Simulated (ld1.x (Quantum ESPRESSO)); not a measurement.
## Before and after: TM potential for bismuth

Bi (Z = 83), norm-conserving Troullier–Martins (Kleinman–Bylander form), made with ld1.x (Quantum ESPRESSO) 7.5 (LDA (PZ), non-relativistic). Core [Xe] 4f14, reference 5d10 6s2 6p1.5 (charge +1.5). Waves: 6s (bound): rc 1.60 bohr; 6p (bound): rc 1.75 bohr; 5d (bound): rc 1.85 bohr. Local part: all-electron potential smoothed inside 1.30 bohr (lloc = -2). Core correction: Bessel-smoothed model core inside 1.35 bohr.

Change: wave 5d (bound): rc 1.85 bohr becomes 5d (bound): rc 2.58 bohr.

Cutoffs: the cutoffs (Ry, on a coarse ladder) from which the occupation-weighted sum of valence levels, in a spherical-Bessel basis at the reference potential, stays within 10 and 1 mRy of its value at 400 Ry; they do not see the model core or the augmentation charge, which bear on the density cutoff. Errors are all-electron minus pseudo energies relative to the spin-unpolarised reference configuration.

Problem. Predict the effect on cutoff, ghosts and configuration errors.

Solution. The potential gets neither clearly harder nor softer (80 Ry and 140 Ry → 80 Ry and 140 Ry); both files keep a bound ghost (p, s); the number of tests that count goes from 8 to 7; of the 7 tests that both files solve, the error grows in 2 and shrinks in 0 by more than 15 % and 0.3 meV (median size 6.6 → 7.1 meV).

```csv
quantity,base,changed
"cutoff, loose",80 Ry,80 Ry
"cutoff, tight",140 Ry,140 Ry
loose cutoff by channel (10 mRy a level),"s 30 Ry, p 45 Ry, d 50 Ry","s 30 Ry, p 45 Ry, d 35 Ry"
bound ghosts,"s, p","s, p"
"tests counted (converged, no solver errors)",8 of 9,7 of 9
"error for 5d10 6s2 6p2, meV [ΔE -6.78 eV]",-6.6,-7.1
"error for 5d10 6s2 6p1, meV [ΔE 8.69 eV]",-3.8,-4.1
"error for 5d10 6s1 6p0, meV [ΔE 72.96 eV]",-23,-39
"error for 5d10 6s0 6p5, meV [ΔE -1.31 eV]",-13,-14
"error for 5d10 6s1 6p4, meV [ΔE -8.24 eV]",-45,-50
"error for 5d10 6s1 6p3, meV [ΔE 0.50 eV]",-1.0,-1.2
"error for 5d10 6s2 6p1.5 (spin-polarised), meV [ΔE -0.33 eV]",-1.4,-2.4
```

Base: Tests not counted: 5d10 6s2 6p3 (spin-polarised) (pseudo-atom not self-consistent, printed error +9.6 eV). Changed file: Tests not counted: 5d10 6s2 6p3 (pseudo-atom not self-consistent, printed error +1.5 eV); 5d10 6s2 6p3 (spin-polarised) (solver errors, printed error -1858 eV). A true bound ghost makes a file unfit for plane-wave use even where its test errors are small: the radial tests pick states by their node count and pass the ghost by. Where a test does run into it, the solver fails or the error is huge.
